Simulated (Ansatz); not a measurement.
Two structures of Si2H6SO, singlet, reached by relaxing down either side of one saddle point (PBE0-D4/def2-TZVP). Energies are electronic, without zero-point energy. Program: Ansatz 0.2.0. Basis: def2-TZVPP and def2-QZVPP. Cores are frozen in the correlated methods. Extrapolation: Hartree–Fock as exp(−7.88 √X), correlation as X^−2.97. First:

```
10
angstrom
Si -0.1857 0.3774 -0.7233
O 1.0148 1.5055 -0.7013
S 0.2809 -1.3270 -1.9311
H 1.2655 -1.7714 -1.1308
H -1.4142 0.8889 -1.3907
Si -0.5273 -0.2514 1.4992
H 1.3617 1.7940 -1.5483
H -0.7346 0.9278 2.3811
H 0.6615 -1.0110 1.9730
H -1.7224 -1.1327 1.5723
```

Second:

```
10
angstrom
Si -0.4115 -0.2349 -0.7632
O 1.3045 0.7453 -0.9316
S 0.0736 -1.8575 -1.7962
H 1.7336 0.0432 -1.4662
H -1.2202 0.8795 -1.3517
Si -0.6395 -0.2697 1.5686
H 1.2495 1.5445 -1.4737
H -0.6325 1.1102 2.1325
H 0.4768 -1.0464 2.1668
H -1.9341 -0.9142 1.9147
```

**Question.** Which bonds change from the first to the second?

**Answer.** Si₂H₆SO ([OH][SiH]([SiH3])[SH]) → Si₂H₄S ([SiH3][SiH][S]) + H₂O (still joined by a long Si–O bond); bonds formed: O2–H4; bonds broken: S3–H4; bonds weakened to dative contacts: Si1–O2.

**Question.** Give the saddle point's structure and its height above each. (Judge from chemistry; the value comes from the calculation.)

**Answer.** By the calculation: 160.8 kJ/mol above the first and 23.0 kJ/mol above the second (CCSD(T) at an estimated basis limit (MP2 extrapolated from triple and quadruple zeta, plus CCSD(T) − MP2 in triple zeta)).
```xyz
10
angstrom
Si -0.3207 -0.0682 -0.7089
O 1.3145 0.7064 -0.9641
S 0.3109 -1.6736 -1.7964
H 1.4096 -0.2781 -1.5768
H -1.2438 0.9364 -1.3147
Si -0.6428 -0.2462 1.6017
H 1.3348 1.4990 -1.5168
H -0.7634 1.0995 2.2281
H 0.5022 -0.9751 2.2032
H -1.9013 -1.0001 1.8448
```

T1 diagnostic: at most 0.015.

Labels in which every atom is bracketed show which atoms are joined, not bond orders.

For scale, one of the runs: CCSD(T)/def2-TZVPP, 241 basis functions, launched by `ansatz run in.yaml --threads 4 --pin off --events-out ev --progress --plain --max-ram 9574MiB`. Hardware: 4 CPU threads of an Intel Xeon 6975P-C, shared host. Wall time 25 s; peak host memory 4.5 GiB.
